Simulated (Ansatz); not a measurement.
A nudged elastic band was laid between two geometries of FH$_{3}$O$_{2}$Zn (7 atoms, charge 0, multiplicity 1).

Level of theory: Ansatz, RKS B3LYP-D4/def2-SVP.

* movable images: 7
* climbing image: yes
* spring: 5.0 eV/Å²
* optimiser: quadratic models (default)
* start path: through a guess of the saddle point
* force threshold: 0.05 eV/Å
* iteration limit: 60
* end points: relaxed

Initial state:

```xyz
7
Properties=species:S:1:pos:R:3
Zn -0.219 -0.193 -0.463
O 0.026 -0.997 1.191
O -0.687 0.169 -2.143
H 0.793 0.235 1.334
F 1.120 1.031 0.808
H -0.735 -1.240 1.731
H -0.298 0.996 -2.457
```

Final state:

```xyz
7
Properties=species:S:1:pos:R:3
Zn 0.205 0.415 -0.495
O 0.051 -0.997 1.129
O -0.707 0.081 -1.997
H 0.576 -0.316 1.610
F 1.200 1.208 0.797
H -0.764 -1.148 1.628
H -0.561 0.758 -2.671
```

Q: What changes between the two ends?

A: Bonds broken: H4–F5. Bonds formed: O2–H4.

Q: Give the energies along the band, and the barrier.

A: The run converged. The highest image is number 2 of 0 to 8, 1.0 kJ/mol above the first end and 37.2 kJ/mol above the last; the last end lies 36.2 kJ/mol below the first. A vibrational analysis at the climbing image gives one clearly imaginary mode, 261i cm⁻¹: a first-order saddle point. The orbitals stay closed-shell, which can raise the energy where a bond breaks towards radicals; this wasn't checked here.

```tsv
image	path coordinate (Å)	energy (kJ/mol)	H4–F5 (Å)	O2–H4 (Å)
0	0.00	0.0	1.01	1.46
1	0.11	0.4	1.04	1.39
2	0.22	1.0	1.09	1.31
3	0.41	-4.2	1.24	1.15
4	0.59	-17.9	1.42	1.05
5	0.78	-27.9	1.58	1.01
6	0.96	-33.0	1.69	1.00
7	1.15	-35.5	1.77	0.99
8	1.34	-36.2	1.84	0.99
```

Q: What is the geometry of the highest image?

A: 
```xyz
7
Properties=species:S:1:pos:R:3
Zn -0.139 -0.101 -0.469
O 0.061 -0.997 1.193
O -0.692 0.169 -2.145
H 0.724 0.117 1.350
F 1.079 1.005 0.831
H -0.702 -1.179 1.755
H -0.330 0.986 -2.515
```

Q: What are the harmonic wavenumbers there?

A: 261i, 124, 139, 212, 359, 395, 601, 681, 707, 794, 1113, 1289, 1844, 3828, 3865 cm⁻¹.

The band took 10 iterations and about 2.8 core-minutes.

Run time: 87 s on 2 threads of Intel(R) Xeon(R) 6975P-C (Granite Rapids) (shared host), peak memory 0.19 GiB.
